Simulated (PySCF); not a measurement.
NiO at UHF

Computed with UHF; Ni def2-TZVPP, O def2-TZVPP; no relativity (PySCF 2.14).

* state: ³Σ⁻ (triplet), unpaired electrons π ↑↑
* bond length: 1.664 Å
* harmonic wavenumber: 834 cm⁻¹
* force constant: 5.13 mdyn/Å
* rotational constant Be: 0.4855 cm⁻¹
* anharmonicity ωexe: 9.89 cm⁻¹
* vibration–rotation constant αe: 0.00495 cm⁻¹
* bond order (Mayer): 1.78
* dipole moment (positive dipole means Ni(−)O(+)): -8.28 D

Hartree–Fock leaves out correlation, which carries a large part of most bond energies and some tenths to 1 eV of ionisation energies. The state is the lowest single determinant that the PBE0 search found; with open d or f shells the true ground state can be another one.
